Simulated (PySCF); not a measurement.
CF2I, SMILES F[C](F)I, multiplicity 2.

The structure is a stationary point at B3LYP-D3(BJ)/def2-SVP. The isomer is the one that the SMILES or the coordinates give; other isomers of the formula were not compared. The def2 effective core potentials stand for the cores of I; spin–orbit coupling is left out.

Level of theory: PySCF with PBE/def2-TZVPD.

The total energy is -535.29686 hartree. The point group is Cs, the α spin, highest occupied and lowest empty level is -5.64 and -2.51 eV and the β spin, highest occupied and lowest empty level is -6.95 and -3.94 eV. The dipole moment comes out as 0.25 D. The quadrupole, principal values (traceless, Buckingham form, about the centre of nuclear charge) is -1.73, -0.84, 2.57 D·Å, the mean static polarisability is 55.3 bohr³ (8.19 Å³) and the polarisability, principal values is 44.3, 47.9, 73.6 bohr³. The ⟨S²⟩ is 0.753 (pure state 0.75).
